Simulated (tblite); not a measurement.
Species: C₇H₁₆N₂.
Structure used (GFN2-xTB), in Å, numbered top down from 1:
```xyz
25
C7H16N2 angstrom
C      3.167   -0.795    0.300
C      1.981    0.080    0.561
C      2.257    1.468    1.090
N      0.834   -0.408    0.327
N     -0.308    0.247    0.605
C     -1.489   -0.173   -0.142
C     -2.690    0.530    0.491
C     -1.362    0.213   -1.623
C     -1.625   -1.689   -0.006
H      3.802   -0.352   -0.467
H      3.762   -0.906    1.206
H      2.836   -1.774   -0.032
H      3.321    1.681    1.055
H      1.915    1.561    2.122
H      1.734    2.221    0.495
H     -0.247    1.257    0.730
H     -2.746    0.291    1.550
H     -2.605    1.611    0.385
H     -3.610    0.210    0.010
H     -1.262    1.292   -1.730
H     -2.237   -0.110   -2.181
H     -0.480   -0.261   -2.048
H     -0.723   -2.168   -0.374
H     -1.755   -1.958    1.038
H     -2.479   -2.044   -0.576
```

Calculated harmonic vibrations of the isolated species, GFN2-xTB (tblite), most abundant isotopes, no scaling. Against measured fundamentals such values can be off by several per cent, at times by over 20. One conformer, not necessarily the lowest.

Harmonic wavenumbers (cm⁻¹): 43.1, 73.6, 109.2, 124.7, 160.8, 164.9, 218.0, 228.0, 249.8, 271.0, 294.2, 341.6, 371.1, 403.4, 449.7, 456.1, 522.8, 563.9, 657.4, 809.7, 859.9, 943.5, 955.0, 958.4, 960.1, 960.9, 978.5, 1026.4, 1030.5, 1054.2, 1057.3, 1206.4, 1228.8, 1240.5, 1248.2, 1272.5, 1372.7, 1387.6, 1392.6, 1394.2, 1397.4, 1417.8, 1473.2, 1475.8, 1476.5, 1487.4, 1489.5, 1492.0, 1493.1, 1494.8, 1500.1, 1510.0, 1719.4, 2969.1, 2990.8, 2992.2, 3006.4, 3014.0, 3020.5, 3037.0, 3039.8, 3040.8, 3044.7, 3050.2, 3050.6, 3051.9, 3063.9, 3066.7, 3251.0.

A = 2939, B = 868.9, C = 795.2 MHz; mass 128.131 u (most abundant isotopes); point group C1, symmetry number 1.

Question: What is the zero-point energy?

Answer: Half the sum of the wavenumbers: 48579 cm⁻¹ = 581.13 kJ/mol.

Question: Give the ideal-gas entropy at 500 K and 1 bar in the rigid-rotor, harmonic-oscillator model (classical rotation).

Answer: Translation 180.13, rotation 129.67, vibration 261.86: S = 571.7 J/(mol K).

Question: And Cp and H(500 K) − H(0)?

Answer: Cp = 289.45 J/(mol K), of which vibrations give 256.19 (their classical limit is 69 R = 573.7); H(500 K) − H(0) = 83.78 kJ/mol without the zero-point energy, 67.15 from vibrations.

Question: What must be added to the electronic energy to get the Gibbs energy at 500 K and 1 bar?

Answer: ZPE + [H(500 K) − H(0)] − T·S = 581.13 + 83.78 − 285.83 = 379.08 kJ/mol.

Question: Blend soft modes into free rotors: weight 1/[1 + (100 cm⁻¹/ν̃)⁴] for the oscillator and the rest for a rotor with moment μB/(μ + B), μ = h/(8π²ν), B = 10⁻⁴⁴ kg m². What vibrational entropy results?

Answer: 245.89 J/(mol K) in place of 261.86, which changes −T·S at 500 K by +7.98 kJ/mol.

Hindered rotation and anharmonicity are outside this model. Other conformers, if any are populated, would add a mixing term that is left out. The structure is chiral; the term R ln 2 for an equal mix with its mirror image is left out.
